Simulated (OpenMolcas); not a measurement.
Ar³⁺: Slater's ratio, worked from levels

```yaml
Program: OpenMolcas
Basis: ANO-RCC-VTZP [5s4p2d1f]
Scalar_Hamiltonian: DKH2, point nucleus
Active_space: 5 electrons in 4 orbitals (3s 3p)
State_averaging: 2S+1 = 4 odd, 1 root; 2S+1 = 2 odd, 8 roots kept (CI in the orbitals of an earlier block); 2S+1 = 4 even, 3 roots; 2S+1 = 2 even, 9 roots kept (CI in the orbitals of an earlier block)
Spin-orbit_coupling: state interaction with AMFI integrals over the reference wave functions, term energies averaged over their components
```

Methods: CASSCF; SS-CASPT2, IPEA 0.25 Eh, imaginary shift 0.1 Eh (closed shells correlated: 2s 2p). Measured levels: Saloman, J. Phys. Chem. Ref. Data 39, 033101 (2010).

**Slater's ratio.** With one set of orbitals, p3 has ²D° - ⁴S° = 9 F2 and ²P° - ²D° = 6 F2 (F2 = F²/25), a ratio of 2/3. Term energies are centres of gravity, weighted by 2J + 1.

| Source | ²D° - ⁴S° | ²P° - ⁴S° | F2 from the first | Ratio |
| --- | --- | --- | --- | --- |
| CASSCF | 26192 | 36653 | 2910 | 0.399 |
| SS-CASPT2 | 22234 | 35797 | 2470 | 0.610 |
| measured | 21168 | 34973 | 2352 | 0.652 |

Energies in cm-1. A ratio away from 2/3 shows effects beyond one configuration with one set of orbitals, and in heavier atoms second-order spin-orbit shifts. In CASSCF the valence s occupation is 1.95 in ²P° against 2.00 in ²D°: mixing out of s² acts most on ²P° and pulls it down.

CASPT2 does not keep the components of a term degenerate, so their means are used; among the terms shown or strongly mixed into the levels shown the widest spread is 230 cm-1 (3s² 3p³ ²D°, SS-CASPT2). Over all roots computed the reference weight is 0.89 to 0.97 in SS-CASPT2; the roots of lowest weight are the least certain, and an intruder state may touch them. Terms from blocks run as CI alone lack orbitals of their own. Measured partners are found by configuration, term and J. A level has none where our copy of the source lacks it or the pairing is in doubt (some pairs that miss far off the trend of their configuration count as doubtful), and it then counts in no deviation. Only configurations of the active space appear.

° marks odd parity.
